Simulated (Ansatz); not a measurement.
`O/C(Cl)=C/[SiH3]` + `NB(O)Cl` → `NB(Cl)O[SiH3]` + `C=C(O)Cl`  (ligand exchange at the Si–C bond)

Program: Ansatz. Geometries: PBE0-D4/def2-TZVP. ΔE: electronic, gas phase. CBS: MP2 limit from def2 TZ/QZ plus the TZ coupled-cluster correction, frozen cores. Functionals use def2-TZVPP. B3LYP here is the variant with VWN-RPA as its local correlation; programs differ in this. Each species was taken in one conformer, which may not be the lowest.

| level | ΔE (kcal/mol) |
| --- | --- |
| PBE0-D4 | -13.8 |
| ωB97M-V | -15.6 |
| B3LYP | -17.0 |
| HF/def2-TZVPP | -21.9 |
| CCSD/def2-TZVPP | -17.4 |
| HF/def2-QZVPP | -22.3 |
| SCS-MP2/def2-QZVPP | -17.3 |
| HF/CBS(def2) | -22.3 |

(1) What does CCSD(T)/CBS give? (An estimate is asked.)

Largest T1 diagnostic among the species: 0.012.

Answers

(1) The calculation gave: -16.2 kcal/mol. The listed levels differ from it by 2.4, 0.6, -0.8, -5.7, -1.2, -6.1, -1.1, -6.1 kcal/mol.

From PBE to PBE0 (25 % exact exchange), in def2-TZVPP and without D4, ΔE moves by −1.5 kcal/mol. In def2-TZVPP, CCSD(T) changes the Hartree–Fock value by +5.6 kcal/mol (the triples alone add +1.0 kcal/mol) and MP2 by +5.9 kcal/mol.
